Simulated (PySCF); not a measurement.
SMILES [ZnH2] (H2Zn), PBE0/def2-SVP optimised geometry.

```
3

Zn     0.00     0.00     0.00
H     -1.55     0.00     0.00
H      1.55     0.00     0.00
```

Density from PySCF with PBE0/def2-TZVP at that geometry.

Minimum of the electron density along straight lines between bonded atoms, close to the bond critical point (lines longer than 1.1 times the sum of covalent radii, or with two minima, are not listed):

| bond | length / Å | ρ at the minimum / e bohr⁻³ | ∇²ρ there / e bohr⁻⁵ | position (fraction from the first atom) |
|---|---|---|---|---|
| Zn1–H2 | 1.550 | 0.113 | 0.15 | 0.62 |
| Zn1–H3 | 1.550 | 0.113 | 0.15 | 0.62 |
